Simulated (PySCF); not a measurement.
C4H11P2Si (doublet state).
Geometry (GFN2-xTB, Å), atoms numbered from 1 in this order:
```xyz
18
C4H11P2Si angstrom
C      2.6702    1.0360   -0.3651
C      1.4166    0.7100   -0.1293
C      0.8918   -0.1491    0.9725
C      0.1626   -1.3577    0.3858
Si    -1.0640   -0.6783   -0.9136
P     -0.0195    1.2484   -1.3420
P     -3.0555   -0.3387    0.0761
H      3.4809    0.7283    0.2796
H      2.9366    1.6446   -1.2144
H      0.1857    0.4365    1.5722
H      1.7117   -0.4633    1.6249
H     -0.3285   -1.9212    1.1789
H      0.8855   -2.0193   -0.0904
H     -1.0717   -1.5012   -2.1333
H     -0.5830    2.0413   -0.3458
H     -1.0341    1.8108   -2.3114
H     -3.5917   -1.5503   -0.3189
H     -3.6022    0.3297   -1.0041
```

The hyperfine couplings belong to this conformer and change with its torsions.

Identity: `C=[C]CC[SiH](P)P` [radical].

Computed, not measured: UKS B3LYP, pcH-1 on C H P Si, non-relativistic, mean-field spin-orbit, GIAO (PySCF 2.14.0). Geometry: GFN2-xTB, one conformer, isolated molecule. Couplings are sensitive to structure, and on GFN2-xTB geometries they can be far from those on DFT ones, by a factor of two or more for some ions and for spin on atoms past the first row. The SCF solution wasn't tested for stability.

Task: Give the isotropic g value and a_iso(13C) at C2.

Result: g_iso = 2.00268 and a = +244.39 MHz, or +8.719 mT (Mulliken spin population +0.29). 13C makes up about 1.07 % of the natural element, so this concerns labelled samples or satellites.

Task: For one electron spin and this one nucleus (I = 1/2, g_N = 1.4048), compare first-order, second-order and exact resonance fields at 9.315 GHz.

Result: First order: B = B0 − a·mI with B0 = 332.322 mT. Second order subtracts a²[I(I+1) − mI²]/(2B0). The exact fields come from the Breit–Rabi levels of H = g μB B Sz − g_N μN B Iz + a S·I.

```csv
mI,first order (mT),second order (mT),exact (mT),exact − first order
−1/2,336.682,336.624,336.625,-0.056
+1/2,327.963,327.905,327.905,-0.058
```

Task: Someone takes the midpoint and the distance of the outer exact lines at face value. What g and a result?

Result: Their midpoint, 332.265 mT, gives an apparent g of 2.00303 (true 2.00268), and their distance over 2I an apparent |a| of 8.720 mT (true 8.719).

Other couplings of abundant isotopes, left aside here: 2 × 31P 631 MHz, 4 × 1H 136 MHz, 2 × 1H 27 MHz, 1 × 1H 24 MHz, 1 × 1H 14 MHz, 1 × 1H 3 MHz.

Class means assume fast exchange of nuclei equivalent by connectivity; if that motion is slow, each nucleus keeps its own coupling. The 31P value of +631.5 MHz is a mean of couplings from -1.0 to 1263.9 MHz in this one geometry, not an average over conformers. The 1H value of +135.9 MHz is a mean of couplings from -1.4 to 542.6 MHz in this one geometry, not an average over conformers.
